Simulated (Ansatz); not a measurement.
Consider the formal hydrolysis of a Ge–S bond: `[CH3][GeH]([F])[SH]` + H₂O → `[CH3][GeH]([OH])[F]` + H₂S.

Program: Ansatz. Geometries: PBE0-D4/def2-TZVP. ΔE: electronic, gas phase. CCSD(T)/CBS adds triple-zeta CCSD(T) − MP2 to the extrapolated MP2 energy (def2 sets, frozen cores). This one scheme is used for every species. Functionals use def2-TZVPP. For Ge outer-core shells are correlated without core-valence functions, which leaves a few kJ/mol of doubt a bond. Scalar relativity is left out up to krypton. Each species was taken in one conformer, which may not be the lowest.

CCSD(T)/CBS gives +2.4 kcal/mol.

Task: Another level gave +0.8 kcal/mol. Which?
A. PBE0-D4/def2-TZVPP
B. B2PLYP/def2-TZVPP
C. HF/def2-TZVPP
D. r2SCAN0-D4/def2-TZVPP

Result: B. B2PLYP 0.8, r2SCAN0-D4 2.4, PBE0-D4 3.6, HF/def2-TZVPP -1.1 kcal/mol.

Largest T1 diagnostic among the species: 0.011.

The D4 term adds +1.1 kcal/mol with B3LYP and +0.6 kcal/mol with PBE0; it sums over pairs of atoms, weighted by their polarisabilities, and B3LYP, whose exchange is more repulsive, gets the larger term. Leaving LDA and LC-ωPBE aside and taking each functional with its dispersion term where it has one, the values, not all of them listed here, spread over 3.4 kcal/mol, from CAM-B3LYP-D4 to revPBE-D4.

B3LYP here is the variant with VWN-RPA as its local correlation; programs differ in this.
